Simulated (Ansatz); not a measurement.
Two isomers of Cl2H4O2Si2: A = `O[SiH](O)[SiH](Cl)Cl`, B = `O[SiH2]O[SiH](Cl)Cl`.

Program: Ansatz. Geometries: PBE0-D4/def2-TZVP. ΔE: electronic, gas phase. CBS: MP2 limit from def2 TZ/QZ plus the TZ coupled-cluster correction, frozen cores. DFT in def2-TZVPP. B3LYP here is the variant with VWN-RPA as its local correlation; programs differ in this. Each species was taken in one conformer, which may not be the lowest.

Task: Which is lower in electronic energy at CCSD(T)/CBS, and by how much? (Best estimate.)

Result: Computed: B, by 138.6 kJ/mol.

Task: Give E(B) − E(A) in kJ/mol with r2SCAN-D4, HF/def2-TZVPP, MP2/def2-TZVPP, PBE0-D4, CCSD(T)/def2-TZVPP, B3LYP, B3LYP-D4. (Estimate.)

Result: The calculation gave: r2SCAN-D4 -132.6, HF/def2-TZVPP -162.9, MP2/def2-TZVPP -146.4, PBE0-D4 -119.9, CCSD(T)/def2-TZVPP -140.5, B3LYP -134.2, B3LYP-D4 -134.2. None reverses the order clearly.

Largest T1 diagnostic: 0.011.

In def2-TZVPP, CCSD(T) changes the Hartree–Fock value by +22.5 kJ/mol (the triples alone add +3.3 kJ/mol) and MP2 by +16.6 kJ/mol. From PBE to PBE0 (25 % exact exchange), in def2-TZVPP and without D4, E(B) − E(A) moves by −11.0 kJ/mol.
